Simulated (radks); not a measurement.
Results of a calculation; reference values are marked as such.
Question: The tantalum ion Ta3+, configuration [Xe] 4f14 5d2. Level of theory: Dirac Kohn-Sham, relativistic LDA (MacDonald-Vosko exchange, VWN5 correlation), spin-unpolarised, spherical densities, finite nucleus; open shells fill j = l - 1/2 first; Fermi nuclear charge, rms radius 5.3507 fm (a radial shooting solver on a logarithmic mesh with Libxc functionals).

Spin-orbit splittings of the eigenvalues, e(l+1/2) - e(l-1/2), with zeta = 2 splitting/(2l+1) and mean radii in bohr:

shell  occ.  splitting (eV)  zeta (eV)  <r> j=l-1/2  <r> j=l+1/2
2p        6            1254      836.1      0.06509      0.07289
3p        6           270.2      180.2       0.1948       0.2093
3d       10           59.21      23.68       0.1832       0.1877
4p        6               ?          ?       0.4655       0.4987
4d       10           11.54      4.614       0.5171       0.5286
4f       14           1.990     0.5685       0.6315       0.6420
5p        6           8.918      5.946        1.212        1.312
5d        2          0.8215     0.3286        1.817        1.862
6p        0           1.401     0.9342        3.081        3.269

Estimate the 4p splitting.

Answer: 62.47 eV (zeta = 41.65 eV).
